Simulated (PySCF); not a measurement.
B(F)(OH)(SH) (BFH2OS), SMILES SB(O)F. Atoms are numbered in the order given.

```xyz
6

B     -0.0144     0.4518     0.0000
F     -1.1830     1.1013     0.0000
O      1.1507     1.1366     0.0000
H      1.0222     2.0955     0.0000
S     -0.0502    -1.3661     0.0000
H      1.2947    -1.5011     0.0000
```
Charge 0, spin multiplicity 1.

Geometry optimised at B3LYP-D3(BJ)/def2-SVP. One conformer was computed; it need not be the lowest.

Level of theory: TDA-LC-ωPBE/def2-SVPD (PySCF).

Vertical excitations. The molecule is in vacuum. State labels are in the subgroup Cs.

```tsv
state	symmetry	energy (eV)	λ (nm)	f	main pairs
S1	A"	6.82	182	0.007	HOMO→LUMO+2 33 %, HOMO→LUMO+3 21 %, HOMO→LUMO+1 16 %, HOMO→LUMO 12 %
S2	A"	7.63	163	0.063	HOMO→LUMO 63 %
S3	A'	7.82	159	0.190	HOMO→LUMO+4 65 %, HOMO→LUMO+5 24 %
S4	A"	8.74	142	0.002	HOMO→LUMO+1 62 %, HOMO→LUMO+2 10 %, HOMO→LUMO 10 %
S5	A"	9.10	136	0.022	HOMO→LUMO+3 53 %, HOMO→LUMO+2 36 %
S6	A"	9.23	134	0.005	HOMO−1→LUMO+4 41 %, HOMO−1→LUMO+5 28 %, HOMO→LUMO+6 7 %
S7	A'	9.27	134	0.043	HOMO−1→LUMO 44 %, HOMO−1→LUMO+1 19 %, HOMO→LUMO+5 14 %, HOMO−1→LUMO+2 8 %
S8	A'	9.40	132	0.006	HOMO→LUMO+5 49 %, HOMO→LUMO+4 29 %
S9	A"	9.67	128	0.064	HOMO→LUMO+6 38 %, HOMO−2→LUMO 19 %, HOMO→LUMO+13 7 %, HOMO−1→LUMO+4 6 %
S10	A"	10.00	124	0.100	HOMO→LUMO+7 34 %, HOMO→LUMO+13 17 %, HOMO→LUMO+12 7 %, HOMO−2→LUMO 7 %
T1	A"	6.26	198	0	HOMO→LUMO+2 31 %, HOMO→LUMO+3 20 %, HOMO→LUMO+1 16 %, HOMO→LUMO+6 11 %
T2	A'	6.61	188	0	HOMO→LUMO+4 55 %, HOMO→LUMO+5 42 %
T3	A"	7.27	171	0	HOMO→LUMO 57 %
T4	A'	7.88	157	0	HOMO−1→LUMO+2 31 %, HOMO−1→LUMO+3 21 %, HOMO−1→LUMO+6 12 %, HOMO−1→LUMO+1 11 %
```
Triplets are in the Tamm–Dancoff approximation.
